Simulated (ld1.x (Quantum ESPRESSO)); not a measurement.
# Which change was made? (Co, PAW)

```json
{
 "Element": "Co (Z = 27)",
 "Generator": "ld1.x (Quantum ESPRESSO) 7.5",
 "Type": "PAW",
 "Functional": "PBE",
 "Relativity": "scalar-relativistic",
 "Frozen core": "[Ne]",
 "Valence charge": "17",
 "Reference configuration": "3s2 3p6 3d7 4s1 4p1",
 "Partial waves": "3s (bound): rcut 1.05, rcutus 1.10 bohr; 4s (bound): rcut 1.05, rcutus 1.10 bohr; 3p (bound): rcut 1.10, rcutus 1.30 bohr; 4p (bound): rcut 1.10, rcutus 1.30 bohr; 3d (bound): rcut 1.55, rcutus 1.65 bohr; 3d channel at -0.4 Ry: rcut 1.55, rcutus 1.65 bohr",
 "Local potential": "all-electron potential smoothed inside 1.15 bohr (lloc = -1)",
 "Core correction": "Bessel-smoothed model core inside 0.85 bohr",
 "Augmentation charge": "PSQ, inside the norm-conserving radii"
}
```

Cutoffs, loose and tight: the cutoffs (Ry, on a coarse ladder) from which the occupation-weighted sum of valence levels, in a spherical-Bessel basis at the reference potential, stays within 10 and 1 mRy of its value at 400 Ry. They do not see the model core or the augmentation charge, which bear on the density cutoff. Test errors are all-electron minus pseudo excitation energies from the reference, over the configurations 3s2 3p6 3d7 4s2 4p0; 3s2 3p6 3d7 4s1 4p0; 3s2 3p6 3d7 4s0 4p0; 3s2 3p6 3d7 4s0 4p2; 3s2 3p6 3d6 4s0 4p0; 3s2 3p6 3d6 4s2 4p0; 3s2 3p6 3d5 4s0 4p0; variants that change the core or the reference have their own tests. The largest error is taken over the tests solved by every variant that gives reliable tests at all, those not shown here included: 3s2 3p6 3d7 4s0 4p0; 3s2 3p6 3d7 4s1 4p0; 3s2 3p6 3d7 4s2 4p0.

The base gives: outcome: generated, overlap not positive; bound ghosts: not determined (overlap not positive); largest test error (meV): -1.9.

(1) After one change the result is: outcome: generated, overlap not positive; bound ghosts: not determined (overlap not positive); largest test error (meV): -2.4. Which change was it?
A. waves 3p (bound): rcut 1.10, rcutus 1.24 bohr; 4p (bound): rcut 1.10, rcutus 1.24 bohr
B. waves 3p (bound): rcut 1.06, rcutus 1.12 bohr; 4p (bound): rcut 1.06, rcutus 1.12 bohr
C. waves 3p (bound): rcut 1.10, rcutus 1.40 bohr; 4p (bound): rcut 1.10, rcutus 1.40 bohr

Answers

(1) C. The others give: waves 3p (bound): rcut 1.10, rcutus 1.24 bohr; 4p (bound): rcut 1.10, rcutus 1.24 bohr → outcome: generated, overlap not positive; bound ghosts: not determined (overlap not positive); largest test error (meV): +1.4 | waves 3p (bound): rcut 1.06, rcutus 1.12 bohr; 4p (bound): rcut 1.06, rcutus 1.12 bohr → outcome: generated, overlap not positive; bound ghosts: not determined (overlap not positive); largest test error (meV): -1.4. A file whose overlap is not positive is unfit for use, and its test errors describe a broken file.
